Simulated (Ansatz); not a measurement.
Reaction (SMILES): [CH2][SiH](C)O[SiH3] → C[Si](C)O[SiH3]
Each molecule is optimised on its own at B3LYP-D3(BJ)/def2-TZVP (Ansatz, a first-principles code), one conformer each, not searched for the lowest. Frequencies are from Ansatz.

Quantity: isomerisation energy (enthalpy at 298 K, with B3LYP-D3(BJ) rigid-rotor harmonic-oscillator terms), in kcal/mol. Cores are frozen in the correlated levels unless marked. Open shells are spin-unrestricted. Spin-orbit coupling is left out. Non-relativistic. Basis-set limits of correlation are two-point, X^-3; Hartree-Fock from the larger set.

```csv
level,program,isomerisation energy (kcal/mol)
BLYP-D4/def2-TZVPD,Ansatz + dftd4,-8.8
revPBE/def2-TZVPD,Ansatz,?
PBE0/STO-3G,Ansatz,-14.6
BHLYP/def2-TZVPD,Ansatz,-4.1
wB97M-V/def2-TZVPD,Ansatz,?
B2GP-PLYP-D3(BJ)/def2-TZVPD,Ansatz + dftd3,-6.9
"CCSD(T)/CBS(cc-pV(T+d)Z,cc-pV(Q+d)Z)",Ansatz,-6.4
```

Task: Fill in the missing entries.

Result: 
- revPBE/def2-TZVPD, isomerisation energy (kcal/mol): -10.3
- wB97M-V/def2-TZVPD, isomerisation energy (kcal/mol): -6.0
